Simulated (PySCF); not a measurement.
Compound: Si5H12.
Geometry (PBE0-D3(BJ)/def2-TZVP, Å), atoms numbered from 1 in this order:
```xyz
17
Si5H12 angstrom
Si    -2.900   -1.040    0.017
Si    -0.628   -1.474    0.359
Si     0.693    0.184   -0.624
Si     2.950   -0.220   -0.174
Si     0.072    2.263    0.244
H     -3.252    0.270    0.628
H     -3.188   -0.976   -1.441
H     -3.749   -2.098    0.627
H     -0.346   -1.492    1.823
H     -0.274   -2.811   -0.197
H      0.465    0.180   -2.099
H      3.355   -1.562   -0.672
H      3.814    0.809   -0.813
H      3.164   -0.174    1.298
H      0.936    3.346   -0.299
H     -1.345    2.570   -0.090
H      0.215    2.236    1.725
```

All values: wB97X-D/pcSseg-2 (PySCF, non-relativistic), on one gas-phase PBE0-D3(BJ)/def2-TZVP geometry that isn't relaxed in the solvent. The solvent is an IEF-PCM continuum (van der Waals radii × 1.2). Specific hydrogen bonds and non-electrostatic terms are outside this model.

Gas phase at wB97X-D/pcSseg-2: HOMO -9.47 eV, LUMO 1.10 eV, dipole 0.14 D.

Question: What does the continuum do to the energy, the frontier levels and the dipole at wB97X-D/pcSseg-2 in chloroform?

Answer: 
```
   solvent      ε  E(solvent) − E(gas) (kJ/mol)  polarisation term (kJ/mol)  distortion of the solute (kJ/mol)  HOMO (eV)  LUMO (eV)  dipole (D)
chloroform  4.711                         -1.30                       -1.36                               0.06      -9.33       1.23        0.17
```

The polarisation term is half the interaction of the solute with the surface charges that it induces; the rest is the cost of distorting the solute's density. The sum is the electrostatic part of solvation alone.

On 2 threads, AMD EPYC 9B45 (x86_64), no GPU, on a shared host, this took 38 s wall, 89 s CPU and 2.7 GiB of memory at its peak. This is the whole shielding run at wB97X-D/pcSseg-2 in chloroform, SCF included.

Note: wB97X-D ran without an empirical dispersion term, which enters the total energy and its gradient alone.
